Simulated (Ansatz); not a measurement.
Abridged output of a molecular run in Ansatz:

```
Functional definition: HF
1724 factors; integrals over basis functions are off by at most 9.8e-4 eV
mean field evaluation 1: about -29134.4485 eV, gradient 2.9e1 eV
mean field evaluation 2: about -29134.7389 eV, gradient 2.9e1 eV
mean field evaluation 4: about -29137.5999 eV, gradient 4.4e0 eV
mean field evaluation 8: about -29137.6682 eV, gradient 2.3e-1 eV
mean field -29137.66851886 eV, -1070.7895678471 hartree, gradient 1.9e-6 eV, S^2 0.000000; 0 other end points of the search recorded, 0 dependent functions left out
17 core orbitals not correlated: weight in the atoms' cores, before any rotation towards them, 1.000 or more for the frozen orbitals, at most 0.000 for the correlated occupied ones
reference -29137.66851886 eV, -1070.7895678471 hartree; 15, 15 occupied and 268, 268 virtual orbitals, 1724 factors
second order -20.38865281 eV of doubles, -0.00000000 eV of singles
cycle   1  -21.55355105 eV  change    -1.2e0 eV  update   1.1e-1
cycle   2  -22.17693919 eV  change   -6.2e-1 eV  update   3.2e-2
cycle   3  -22.28613254 eV  change   -1.1e-1 eV  update   1.5e-2
cycle   4  -22.27752971 eV  change    8.6e-3 eV  update   3.9e-3
cycle   5  -22.27620250 eV  change    1.3e-3 eV  update   1.6e-3
cycle   6  -22.27621581 eV  change   -1.3e-5 eV  update   4.7e-4
cycle   7  -22.27611937 eV  change    9.6e-5 eV  update   1.8e-4
cycle   8  -22.27615578 eV  change   -3.6e-5 eV  update   7.8e-5
cycle   9  -22.27618668 eV  change   -3.1e-5 eV  update   3.2e-5
perturbative correction -0.91648011 eV, -0.0336800227 hartree
Total energy: -29160.86118565 eV, -1071.6418826310 hartree
```

Its atoms:

Z-matrix (Å, degrees):
```
Al
Cl 1 2.399
C 1 1.970 2 51.2
H 1 1.582 2 109.9 3 111.8
H 1 1.584 2 108.9 3 -108.3
C 3 1.490 1 125.0 2 -105.9
H 3 1.089 1 118.6 2 95.5
Si 6 1.890 3 108.7 1 -89.4
H 6 1.095 3 111.5 1 28.0
H 6 1.096 3 113.5 1 150.0
H 8 1.487 6 110.3 3 -58.6
H 8 1.485 6 109.3 3 -178.6
H 8 1.487 6 109.8 3 61.2
```

(1) Which basis set was used?
A. cc-pV(Q+d)Z
B. cc-pV(D+d)Z
C. def2-TZVPP
D. def2-TZVPPD

(2) Write the keys of the input that set method, charge and spin (a neutral closed shell needs none for the last two).

## Answers

(1) C. It gives 300 functions.

(2) 
```yaml
correlation: {method: ccsd_t}
```
